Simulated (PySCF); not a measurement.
Several species in one continuum solvent.

Computed with PySCF at wB97X-D/pcSseg-2, non-relativistic, each on one gas-phase PBE0-D3(BJ)/def2-TZVP geometry that isn't relaxed in the solvent. The solvent is an IEF-PCM continuum (cavity from Bondi-type radii × 1.2). Only the electrostatic response of the medium enters.

Problem. Order them by E(solvent) − E(gas) in chloroform (ε = 4.711), most negative first (kcal/mol).
A. `[NH2][Na]` (sodium amide)
B. `O=S(=O)(F)Cl` (sulfuryl chloride fluoride)
C. `FC(F)(F)C(F)(F)Cl` (pentafluorochloroethane)
D. `C[SiH](C)C` (trimethylsilane)

Solution. A (-11.3), B (-2.1), D (-1.0), C (-0.5).

```
           SMILES  charge  ΔE (kcal/mol)  polarisation term (kcal/mol)  HOMO shift (eV)  dipole gas (D)  dipole solvent (D)  atoms
        [NH2][Na]       0          -11.3                         -12.1            -0.87            6.62                7.24      4
     O=S(=O)(F)Cl       0           -2.1                          -2.3            +0.15            1.71                2.03      5
       C[SiH](C)C       0           -1.0                          -1.0            +0.10            0.58                0.74     14
FC(F)(F)C(F)(F)Cl       0           -0.5                          -0.6            +0.12            0.44                0.50      8
```

The polarisation term is half the interaction of the solute with the induced surface charges.

The pairwise dispersion term of wB97X-D wasn't added to the energies; at a given geometry it leaves orbitals and properties as they are.
